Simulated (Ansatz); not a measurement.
This geometry of BrH3OSi + H3P (10 atoms, charge 0, multiplicity 1) is a first-order saddle point.

These are results of Ansatz 0.2.0, RKS PBE0/def2-SVP, not measurements.

```xyz
10
Properties=species:S:1:pos:R:3
Si -0.985 0.152 0.655
Br 1.381 -2.152 0.000
H -1.876 -0.887 0.081
H -1.713 1.423 0.905
O -0.089 -0.196 1.978
H 1.645 -0.199 -0.709
P 0.491 0.653 -1.058
H 0.505 -0.959 1.784
H 0.610 2.042 -1.352
H 0.032 0.125 -2.284
```

Which two structures does it join? (They come from a converged band through this point; their orientation in space is the band's.)

Bonds broken: Si1–Br2, H6–P7. Bonds formed: Si1–P7, Br2–H6. BrH3OSi + H3P becomes BrH + H5OPSi.

Image 0:

```xyz
10
Properties=species:S:1:pos:R:3
Si -1.257 -0.756 1.081
Br -0.410 -2.107 -0.490
H -2.193 -1.613 1.861
H -1.935 0.379 0.420
O -0.061 -0.125 2.033
H 2.031 0.671 -1.037
P 0.855 1.283 -1.566
H 0.454 -0.741 2.563
H 1.568 2.421 -2.058
H 0.949 0.586 -2.808
```

Image 8:

```xyz
10
Properties=species:S:1:pos:R:3
Si -1.035 0.267 0.473
Br 2.215 -2.223 0.317
H -1.933 -0.843 0.025
H -1.842 1.470 0.806
O -0.149 -0.099 1.823
H 1.804 -1.216 -0.641
P 0.380 0.616 -1.277
H 0.488 -0.822 1.742
H 0.691 1.979 -1.006
H -0.618 0.873 -2.262
```

How far does it lie above each of them?

1.14 eV above the first and 0.52 eV above the second. This is the barrier of this one path; another mechanism may lie lower. The orbitals stay closed-shell, which can raise the energy where a bond breaks towards radicals; this wasn't checked here.

Run time: 7.4 min on 2 threads of Arm Neoverse V2, on a shared host, peak memory 0.29 GiB.
